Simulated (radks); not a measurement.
Ni+, configuration [Ar] 3d9 (the NIST ground configuration).

Calculated with a radial shooting solver on a logarithmic mesh with Libxc functionals: scalar-relativistic Kohn-Sham, exchange-only PBE, spin-unpolarised, spherical densities, finite nucleus; Fermi nuclear charge, rms radius 3.7757 fm.

Energy parts (Ry):
| part | energy |
|---|---|
| total | -3038.09188 |
| kinetic | 3082.50193 |
| electron-nucleus | -7288.71964 |
| Hartree | 1292.13163 |
| exchange | -124.00580 |

Orbitals (lengths in bohr, moments of r in powers of bohr):
orbital,occ.,eigenvalue (Ry),<1/r>
1s,2,-603.8518,28.09
2s,2,-72.29963,6.070
2p,6,-62.23353,5.958
3s,2,-8.33288,1.910
3p,6,-5.43197,1.758
3d,9,-0.89160,1.301
4s,0,-0.81992,0.4739
4p,0,-0.46202,0.3503

The highest occupied level is 3d at -12.131 eV. For comparison, the ionisation energy in NIST's Atomic Spectra Database is 18.169 eV (measured). In exact Kohn-Sham theory the highest level is minus the ionisation energy, but local and semilocal functionals leave it too shallow, through self-interaction and a potential that decays too fast; potentials with the right tail come closer. Summed over all electrons, <r^2> = 20.88 bohr^2, which gives a Langevin (diamagnetic) susceptibility term of -16.5 x 10^-6 cm^3/mol.

Beside tabulated values, note that spin-unpolarised runs miss the spin-polarisation part of the exchange energy of open shells.
